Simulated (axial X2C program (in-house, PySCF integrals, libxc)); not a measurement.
**Working with the constants of InS**

A bond curve at the PBE level, with spin–orbit coupling, was computed with an in-house all-electron X2C program for linear molecules (integrals from PySCF) (basis In dyall-cv3z [11s12p9d4f1g], S dyall-av3z [9s8p3d2f] (cores contracted in-house)) for the state Ω = 1/2 (⟨Sz⟩ = 0.50, ⟨Lz⟩ = 0.00 at PBE). Its fit gives Re = 2.2919 Å, ωe = 367.2 cm⁻¹, ωexe = 1.87 cm⁻¹ and αe = 7.528e-04 cm⁻¹; the masses are 114.9039 and 31.9721 u. Two-component means X2C with spin–orbit coupling and atomic mean-field Coulomb and Gaunt terms.

**Question.** Find the reduced mass, Be and the force constant.

**Answer.** From the PBE values: μ = 25.0124 u. Be = 16.8576/(μ Re²) = 0.1283 cm⁻¹. k = 5.8918×10⁻⁷ μ ωe² = 1.99 mdyn/Å.

**Question.** A Morse curve ties αe to the other constants (Pekeris). How well does that hold?

**Answer.** αe(Morse) = 6Be²/ωe × (√(ωexe/Be) − 1) = 7.579e-04 cm⁻¹; the PBE curve gives 7.528e-04 cm⁻¹, a ratio of 1.01.

**Question.** The dipole moment p changes by 3.23 D/Å at Re. What harmonic infrared intensity follows?

**Answer.** I = 42.256 × (dp/dR)²/μ = 18 km/mol.

**Question.** Where do the fundamental and the first overtone lie?

**Answer.** ν(1←0) = ωe − 2ωexe = 363.5 cm⁻¹; ν(2←0) = 2ωe − 6ωexe = 723.2 cm⁻¹.

**Question.** Estimate the centrifugal constant by the Kratzer relation.

**Answer.** D = 4Be³/ωe² = 6.27e-08 cm⁻¹.

The state is one determinant whose occupation by symmetry is held fixed; it was picked as the lowest of a PBE0 search that is not exhaustive. Density functionals use the spin component along the axis (collinear). PBE0 can misorder states that lie within some tenths of an eV, so this need not be the ground state of the molecule. The nearest other 2c determinant of the search, Ω = 3/2, lies 0.35 eV up at the distance of the search. At some level and bond length an empty orbital lies below a filled one.
